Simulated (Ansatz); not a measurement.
Input for Ansatz (a first-principles code): R-wB97M-V/def2-TZVPPD on CH5NOSi (a complex), monomers drawn apart or pushed together. Files ending in .json are basis or fitting sets from the Basis Set Exchange.

Ansatz 0.2 input:
```yaml
crystal:
  periodic: [false, false, false]
  atoms:
    - {symbol: C, position_ang: [-1.24173655, 1.04102897, 0.17973314]}
    - {symbol: N, position_ang: [-1.98824096, 1.38178261, -0.62158182]}
    - {symbol: H, position_ang: [-0.54110061, 0.72179297, 0.93158787]}
    - {symbol: O, position_ang: [1.51794953, -0.53378828, 3.65520241]}
    - {symbol: Si, position_ang: [1.07891587, -1.45863696, 4.96906285]}
    - {symbol: H, position_ang: [2.43731129, -0.26674413, 3.57228064]}
    - {symbol: H, position_ang: [1.82265764, -2.73910836, 4.98379497]}
    - {symbol: H, position_ang: [-0.36593412, -1.69691586, 4.79743219]}
    - {symbol: H, position_ang: [1.34300519, -0.73558861, 6.23413610]}
basis:
  gaussian:
    orbitals: def2-TZVPPD.json
hamiltonian:
  xc: {name: wB97M-V}
scf: {lower_state_search: off}
```

The log:

```
Functional definition: wB97M-V
[...]
these checks for a lower state are left out or cut short: stability, starts, cluster_reference, orbital_swaps, neighbouring_geometries, increment
integrals: 0.19 GiB planned
1142 factors; their error is unknown
integrals: 0.23 GiB planned
338 factors; integrals over basis functions are off by at most 2.6e-5 eV
mean field: 1.54 GiB planned
mean field evaluation 1: about -12526.9080 eV, gradient 5.9e1 eV
mean field evaluation 2: about -12524.2593 eV, gradient 7.1e1 eV
mean field evaluation 4: about -12532.9550 eV, gradient 3.5e0 eV
mean field evaluation 8: about -12532.9855 eV, gradient 2.4e-2 eV
mean field evaluation 16: about -12532.9911 eV, gradient 1.3e-5 eV
mean field -12532.99105032 eV, -460.5789259327 hartree, gradient 4.2e-6 eV, S^2 0.000000; 0 other end points of the search recorded, 0 dependent functions left out
reference -12532.99112227 eV, -460.5789285771 hartree; 20, 20 occupied and 227, 227 virtual orbitals, 1142 factors
Total energy: -12532.99112227 eV, -460.5789285771 hartree
Checks for a lower state left out: stability, starts, cluster_reference, orbital_swaps, neighbouring_geometries, increment
```

The calculation finished and met its thresholds.

Cost: about 10 core-seconds (a rough figure).
